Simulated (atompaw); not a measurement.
Building the PAW (atompaw) potential for chromium (PBEsol, scalar-relativistic).

- Element: Cr
- Generator: atompaw 4.2.0.5
- Type: PAW
- Functional: PBEsol
- Relativity: scalar-relativistic
- Frozen core: [Ne] 3s2
- Valence charge: 12
- Reference configuration: 3p6 3d5 4s0.5 4p0.5
- Partial waves: 4s (bound): rc 2.20 bohr; 4s channel at 0.05 Ry: rc 2.20 bohr; 3p (bound): rc 1.50 bohr; 4p (bound): rc 2.20 bohr; 3d (bound): rc 2.20 bohr; 3d channel at 3.1 Ry: rc 2.20 bohr
- Local potential: ultrasoft scheme with l = 3 at 0 Ry, radius 1.55 bohr
- Core correction: smooth core density matched at 2.00 bohr
- Augmentation charge: sinc compensation charge, radius 2.20 bohr; PAW radius 2.20 bohr; waves and projectors: custom polynom2 7 10 vanderbiltortho

All-electron outer shells of the reference configuration (PBEsol, scalar-relativistic, ld1.x):

```json
{"shell": "2p", "level (eV)": "-560.95", "outermost node (bohr)": "–", "outermost maximum (bohr)": "0.20"}
{"shell": "3s", "level (eV)": "-74.50", "outermost node (bohr)": "0.36", "outermost maximum (bohr)": "0.78"}
{"shell": "3p", "level (eV)": "-46.07", "outermost node (bohr)": "0.33", "outermost maximum (bohr)": "0.80"}
{"shell": "4s", "level (eV)": "-4.51", "outermost node (bohr)": "1.12", "outermost maximum (bohr)": "2.71"}
{"shell": "3d", "level (eV)": "-3.64", "outermost node (bohr)": "–", "outermost maximum (bohr)": "0.84"}
{"shell": "4p", "level (eV)": "-1.37", "outermost node (bohr)": "1.25", "outermost maximum (bohr)": "3.85"}
```

**Question.** Estimate the cutoffs (Ry, on a coarse ladder) from which the occupation-weighted sum of valence levels, in a spherical-Bessel basis at the reference potential, stays within 10 and 1 mRy of its value at 400 Ry.

**Answer.** 35 Ry and 230 Ry.

**Question.** Does the potential have ghost states?

**Answer.** Ghost state, extra bound levels that the all-electron valence spectrum of the same l lacks: s at -95.7 eV. A true bound ghost makes a file unfit for plane-wave use.

**Question.** Is the overlap operator S = 1 + Σ q|β⟩⟨β| positive definite (Bessel basis up to 400 Ry)?

**Answer.** Yes: its lowest eigenvalue is 0.31 (s channel).

**Question.** Which valence shell sets the plane-wave cutoff?

**Answer.** 3p: its level needs 50 Ry to come within 1 mRy, against 18 Ry for 3d.
